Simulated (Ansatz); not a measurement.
One change: `C=C[CH2][InH2]` becomes `C=CCC[SiH3]`.

Ansatz, PBE0-D4/def2-TZVP geometries, multiplicity 1. Each molecule was computed in one conformer, which needn't be the lowest.

Elements past krypton have def2 core potentials.

```csv
property,`C=C[CH2][InH2]`
HOMO energy (ωB97M-V/def2-TZVPP) / eV,-8.44
LUMO energy (PBE0/def2-TZVPP) / eV,-1.03
size of the dipole moment (ωB97M-V/def2-TZVPP) / D,0.64
HOMO–LUMO gap (B3LYP/def2-TZVPP) / eV,4.93
LUMO energy (ωB97M-V/def2-TZVPP) / eV,0.38
HOMO–LUMO gap (ωB97M-V/def2-TZVPP) / eV,8.81
```

(1) Give the same properties after the change, and the shifts. (Estimate.)

## Answers

(1) The calculation gave: 
```
                                          property  `C=CCC[SiH3]`  shift
             HOMO energy (ωB97M-V/def2-TZVPP) / eV          -9.75  -1.31
                LUMO energy (PBE0/def2-TZVPP) / eV           0.14   1.17
size of the dipole moment (ωB97M-V/def2-TZVPP) / D           0.96   0.32
             HOMO–LUMO gap (B3LYP/def2-TZVPP) / eV           7.17   2.24
             LUMO energy (ωB97M-V/def2-TZVPP) / eV           2.02   1.64
           HOMO–LUMO gap (ωB97M-V/def2-TZVPP) / eV          11.77   2.96
```

With PBE0 the HOMO falls by 1.11 eV and the LUMO rises by 1.17 eV, so the gap widens by about 2.28 eV. PBE moves the HOMO by -0.93 eV and ωB97M-V by -1.31 eV. Dipoles are sizes alone; their direction can turn.

B3LYP here is the variant with VWN-RPA as its local correlation; programs differ in this.
